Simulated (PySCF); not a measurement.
C2H5BO. Atoms are numbered in the order given.

```xyz
9

B      0.4622    -0.6240     0.0000
H      1.6713    -0.5355     0.0000
C     -0.4273     0.6544     0.0000
C      0.1173     1.8801     0.0000
H     -1.5255     0.5838     0.0000
H     -0.4811     2.7978     0.0000
H      1.2056     2.0091     0.0000
O     -0.0397    -1.8799     0.0000
H     -1.0031    -1.9025     0.0000
```

Geometry optimised at PBE0-D3(BJ)/def2-SVP. One conformer was computed; it need not be the lowest.

Calculation: PySCF with PBE0-D3(BJ)/def2-SVP.

No scaling factor is applied to the harmonic values.

```csv
mode,ν (cm⁻¹),IR (km/mol),Raman (Å⁴/amu),depolarisation,moving atoms (share of kinetic energy)
1,117,3.8,3.1,0.75,"C 37 %, H 29 %, B 18 %, O 15 %"
2,252,4.3,1.3,0.62,"C 36 %, H 34 %, B 16 %, O 14 %"
3,464,6.0,4.7,0.35,"C 36 %, O 30 %, H 22 %, B 12 %"
4,498,13.9,4.8,0.75,"H 87 %, C 10 %"
5,711,125.8,1.0,0.75,"H 73 %, B 10 %, O 10 %"
6,888,16.3,2.7,0.16,"H 49 %, C 23 %, B 22 %"
7,901,17.8,2.3,0.75,"H 62 %, B 32 %"
8,985,53.5,2.0,0.62,H 87 %
9,1014,34.1,0.8,0.75,"H 74 %, C 26 %"
10,1047,10.3,0.3,0.75,"H 89 %, C 11 %"
11,1083,2.6,7.2,0.67,"H 78 %, C 15 %"
12,1196,113.1,2.0,0.52,"H 62 %, B 26 %, O 9 %"
13,1280,26.8,10.3,0.35,"H 64 %, C 26 %"
14,1387,96.3,8.0,0.56,"H 45 %, B 30 %, O 14 %, C 10 %"
15,1453,250.5,15.9,0.48,"H 49 %, B 30 %, C 12 %, O 8 %"
16,1701,55.2,39.3,0.18,"C 85 %, H 13 %"
17,2603,133.6,92.7,0.17,"H 91 %, B 9 %"
18,3125,22.8,62.6,0.48,H 93 %
19,3147,6.4,152.6,0.12,H 94 %
20,3243,6.6,71.8,0.72,"H 89 %, C 11 %"
21,3884,57.0,101.8,0.28,H 94 %
```
